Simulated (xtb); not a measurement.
F3Ti (SMILES [F][Ti+]([F])[F]), charge +1, singlet, from a rough starting geometry (GFN-xTB shapes and energies of metal compounds can be far from the true ones) (the multiplicity is a formal guess); xtb with GFN2-xTB.

xtb was given this input:
```
$ xtb mol.xyz --gfn 2 --chrg 1 --opt vtight --json

# file mol.xyz
4

Ti    -0.11481194     0.15821083     0.41831906
F     -1.30015423    -0.91788321    -0.11935924
F      0.00488892     1.38243042    -0.76340236
F      1.40866668    -0.62925229     0.51050234
```

What the program printed (banner, timings and long lists left out):

```
   ID    Z sym.   atoms
    1   22 Ti     1
    2    9 F      2-4

           -------------------------------------------------
          |                Calculation Setup                |
           -------------------------------------------------

           -------------------------------------------------
          |                 G F N 2 - x T B                 |
           -------------------------------------------------

          ...................................................
          :                      SETUP                      :
          :.................................................:
          :  # basis functions                  22          :
          :  # atomic orbitals                  21          :
          :  # shells                            9          :
          :  # electrons                        24          :
          :  max. iterations                   250          :
          :  Hamiltonian                  GFN2-xTB          :
          :  restarted?                      false          :
          :  GBSA solvation                  false          :
          :  PC potential                    false          :
          :  electronic temp.          300.0000000     K    :
          :  accuracy                    1.0000000          :
          :  -> integral cutoff          0.2500000E+02      :
          :  -> integral neglect         0.1000000E-07      :
          :  -> SCF convergence          0.1000000E-05 Eh   :
          :  -> wf. convergence          0.1000000E-03 e    :
          :  Broyden damping             0.4000000          :
          :  net charge                          1          :
          :  unpaired electrons                  0          :
          ...................................................

 iter      E             dE          RMSdq      gap      omega  full diag
   1    -15.5279568 -0.155280E+02  0.147E+01    3.91       0.0  T
   2    -15.5340972 -0.614032E-02  0.853E+00    3.90       1.0  T
   3    -15.5359576 -0.186049E-02  0.107E+00    3.46       1.0  T
   4    -15.5361903 -0.232700E-03  0.521E-01    3.62       1.0  T
   5    -15.5362203 -0.299632E-04  0.164E-01    3.63       1.0  T
   6    -15.5362254 -0.504889E-05  0.369E-02    3.62       1.4  T
   7    -15.5362256 -0.260605E-06  0.454E-03    3.62      11.0  T
   8    -15.5362256 -0.524484E-08  0.195E-03    3.62      25.6  T
   9    -15.5362256 -0.426727E-09  0.157E-04    3.62     318.4  T
[...]
         :: total energy             -15.498457008136 Eh    ::
 * total energy  :   -15.4984570 Eh     change       -0.8881784E-12 Eh
 * total energy  :   -15.4991298 Eh     change       -0.6727552E-03 Eh
 * total energy  :   -15.4994765 Eh     change       -0.3466967E-03 Eh
 * total energy  :   -15.4994859 Eh     change       -0.9396992E-05 Eh
 * total energy  :   -15.4994880 Eh     change       -0.2136355E-05 Eh
 * total energy  :   -15.4994880 Eh     change       -0.5304809E-07 Eh
   *** GEOMETRY OPTIMIZATION CONVERGED AFTER 6 ITERATIONS ***
         :: total energy             -15.499488046425 Eh    ::
[...]
        18                         -0.4424586             -12.0399
        19                          0.0406085               1.1050
        20                          0.1564273               4.2566
        21                          0.1565204               4.2591
      -------------------------------------------------------------
                  HL-Gap            0.1403055 Eh            3.8179 eV
             Fermi-level           -0.7191150 Eh          -19.5681 eV

     #   Z          covCN         q      C6AA      α(0)
     1  22 Ti       1.993     1.631   188.986    33.659
     2   9 F        0.664    -0.210    11.362     3.979
     3   9 F        0.664    -0.210    11.362     3.979
     4   9 F        0.664    -0.210    11.362     3.979

 Mol. C6AA /au·bohr⁶  :        524.460661
 Mol. C8AA /au·bohr⁸  :      34672.920293
 Mol. α(0) /au        :         45.594952

Wiberg/Mayer (AO) data.
largest (>0.10) Wiberg bond orders for each atom

 ---------------------------------------------------------------------------
     #   Z sym  total        # sym  WBO       # sym  WBO       # sym  WBO
 ---------------------------------------------------------------------------
     1  22 Ti   3.691 --     2 F    1.230     3 F    1.230     4 F    1.230
     2   9 F    1.347 --     1 Ti   1.230
     3   9 F    1.347 --     1 Ti   1.230
     4   9 F    1.347 --     1 Ti   1.230
 ---------------------------------------------------------------------------

Topologies differ in total number of bonds
Writing topology from bond orders to xtbtopo.mol

molecular dipole:
                 x           y           z       tot (Debye)
 q only:       -0.402       0.622       1.458
   full:       -0.700       1.086       2.524       7.207
molecular quadrupole (traceless):
                xx          xy          yy          xz          yz          zz
 q only:       -1.640      -0.567      -1.126      -1.321       2.049       2.766
  q+dip:       -2.608      -0.900      -1.792      -2.100       3.255       4.400
   full:       -3.398      -1.179      -2.328      -2.741       4.254       5.726

optimized geometry written to: xtbopt.xyz

           -------------------------------------------------
          | TOTAL ENERGY              -15.499488046425 Eh   |
          | GRADIENT NORM               0.000070678948 Eh/α |
          | HOMO-LUMO GAP               3.817907934670 eV   |
           -------------------------------------------------

normal termination of xtb
```
